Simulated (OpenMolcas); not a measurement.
An OpenMolcas run meant for Mn3+ (ANO-R2, X2C; inactive shells 1s 2s 2p 3s 3p; intended active space 4 electrons in 5 orbitals (3d)). One step of its input:

```
&RASSCF
FileOrb=start.orb
Symmetry=1
Spin=5
nActEl=4 0 0
Inactive=3 6
Ras2=5 0
CIRoot=4 4 1
SDav=5
CIMx=300
Iter=96 100
PrWF=0.3
OrbListing=Nothing
MaxOrb=0
Atom
```

The run finished. Its levels beside those of a sound run (CASSCF), in cm⁻¹ above each run's lowest level:

```json
{"Level": "3d⁴ ³H₄", "This run": "0.0", "Usual run": "23864"}
{"Level": "3d⁴ ³H₅", "This run": "178", "Usual run": "24042"}
{"Level": "3d⁴ ³H₆", "This run": "427", "Usual run": "24291"}
{"Level": "3d⁴ ³P₀", "This run": "1876", "Usual run": "25767"}
{"Level": "3d⁴ ³P₁", "This run": "2419", "Usual run": "26302"}
{"Level": "3d⁴ ³P₂", "This run": "3503", "Usual run": "27375"}
{"Level": "3d⁴ ³F₂", "This run": "3578", "Usual run": "27443"}
{"Level": "3d⁴ ³F₃", "This run": "3622", "Usual run": "27491"}
{"Level": "3d⁴ ³F₄", "This run": "3758", "Usual run": "27639"}
```

Task: Which setting is unsound, and how much does it matter here?

Result: CIRoot is one short, so the average cuts through a term and the orbitals lose spherical symmetry. Against the sound run the excited levels shown move by 24000 cm-1 on average and by 24000 cm-1 at most.

Some high roots are left out of the spin-orbit mixing, which shifts the levels that they would mix with. Without dynamic correlation excited terms often stand tens of per cent too high (terms of higher spin than the ground term too low), and those without a measured partner can miss by more than the paired ones. The lowest computed level is not the ground level that NIST lists (5D0) (holds for this run). Levels of configurations outside the active space are missing.
